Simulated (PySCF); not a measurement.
# Fractional electron number in Cu⁺ (copper, charge +1)

The 3d beta orbital of [Ar] 3d10 is emptied in steps (occupation f), with all orbitals relaxed, ending at [Ar] 3d9. Computed with PySCF 2.14 in def2-TZVP (6s4p4d1f, 45 functions), with the non-relativistic Hamiltonian (point nucleus). The exact energy is a straight line in f; departures are measured from the line between the end points of the same method.

```tsv
f	LDA (eV)	PBE (eV)	PBE0 (eV)	r2SCAN (eV)	LC-wPBE (eV)	BHandHLYP (eV)	wB97X (eV)	BLYP (eV)	r2SCAN0 (eV)
1	0.000	0.000	0.000	0.000	0.000	0.000	0.000	0.000	0.000
0.75	-1.455	-1.407	-0.858	-1.282	-0.416	-0.303	-0.376	-1.392	-0.764
0.5	-1.975	-1.908	-1.166	-1.724	-0.578	-0.432	-0.524	-1.886	-1.032
0.25	-1.506	-1.453	-0.890	-1.301	-0.450	-0.343	-0.408	-1.435	-0.781
0	0.000	0.000	0.000	0.000	0.000	0.000	0.000	0.000	0.000
```

Question: For LC-wPBE, how does the orbital energy at f = 1 compare with the removal energy?

Answer: −ε = 18.721 eV against a total-energy difference of 20.836 eV. By Janak's theorem ε = ∂E/∂f, so the gap between them reflects the curvature. Along the path −ε is 19.653 (f = 0.75), 20.743 (f = 0.5), 21.971 (f = 0.25) eV.

```tsv
method	E(f=0) − E(f=1) (eV)	−ε at f=1 (eV)	−ε at f=0.5 (eV)
LDA	21.751	14.134	21.617
PBE	21.133	13.763	21.013
PBE0	20.448	15.975	20.362
r2SCAN	20.527	13.768	20.478
LC-wPBE	20.836	18.721	20.743
BHandHLYP	19.823	18.331	19.718
wB97X	20.487	18.577	20.402
BLYP	21.126	13.829	21.012
r2SCAN0	20.059	16.048	20.017
```

Reference removal energy between the ground levels: 20.292 eV (measured; NIST Atomic Spectra Database, ionization energies). The calculation has no spin-orbit coupling.
